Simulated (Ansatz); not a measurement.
Ge2H4S2 (`[S]1[GeH2][S][GeH2]1`), relaxed with RKS PBE0-D4/def2-TZVP in Ansatz 0.2.0 from a PBE-D4/def2-SVP geometry. The force threshold is 0.005 eV/Å; the program also tests the step.

Total charge 0; spin multiplicity 1.

Start:

```xyz
8

S    -0.292   -1.595   -0.521
Ge   -1.366    0.397   -0.448
S     0.295    1.597    0.513
Ge    1.366   -0.397    0.448
H    -2.635    0.340    0.447
H    -1.714    0.921   -1.869
H     1.706   -0.920    1.871
H     2.640   -0.343   -0.441
```

**Question.** How much energy does the relaxation release, and in how many steps? (Estimate.)

**Answer.** Ansatz gave: 0.04 eV, in 3 steps.

**Question.** Which bonds change most? (Best estimate.)

**Answer.** The calculation gave: S1–Ge2 from 2.264 to 2.232 Å; S3–Ge4 from 2.264 to 2.232 Å; S1–Ge4 from 2.264 to 2.232 Å; Ge2–S3 from 2.264 to 2.232 Å.

**Question.** Give the relaxed structure. (Best estimate.)

**Answer.** The calculation gave: 
```xyz
8

S    -0.289   -1.572   -0.511
Ge   -1.349    0.392   -0.443
S     0.290    1.572    0.508
Ge    1.349   -0.392    0.442
H    -2.605    0.336    0.442
H    -1.690    0.910   -1.849
H     1.687   -0.910    1.850
H     2.607   -0.338   -0.439
```
